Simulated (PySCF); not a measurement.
# How methods differ on the ionisation energy of N⁺

N⁺ [He] 2s2 2p2 (3P) → N²⁺ [He] 2s2 2p1 (2P), as a difference of total energies. Calculation: PySCF 2.14, in aug-cc-pV5Z (7s6p5d4f3g2h, 127 functions); no relativity, point nucleus. Correlated levels: valence: 1s2 frozen. The calculations carry no spin-orbit coupling.

```csv
method,ionisation energy (eV),difference from reference (eV)
UHF,29.208,-0.393
LDA,30.063,+0.462
PBE,29.904,+0.303
PBE0,29.914,+0.313
r2SCAN,30.135,+0.534
TPSS,29.839,+0.238
M06,29.818,+0.217
M06-2X,29.709,+0.108
MP2 (valence),29.686,+0.085
SCS-MP2 (valence),29.542,-0.059
```

Reference: 29.601 eV (semi-empirical (NIST evaluation); NIST Atomic Spectra Database, ionization energies).

Errors of the correlated levels include the incompleteness of this basis and the frozen core.
